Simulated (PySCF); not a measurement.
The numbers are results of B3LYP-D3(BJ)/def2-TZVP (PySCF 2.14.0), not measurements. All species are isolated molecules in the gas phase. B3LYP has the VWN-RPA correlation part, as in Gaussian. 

Reference species (SMILES): `F[CH]F` (neutral, multiplicity 2).

```yaml
dipole_moment: 1.37 D
highest_occupied_spin_orbital: -6.66 eV
```

Changed species: `[C](F)([SiH3])F` (radical fragment; the reference has radical fragment).

Task: Give the shifts of the dipole moment and highest occupied spin orbital.

Result: the dipole moment increases by 0.15 D, to 1.52 D; the highest occupied spin orbital increases by 0.66 eV, to -6.00 eV.
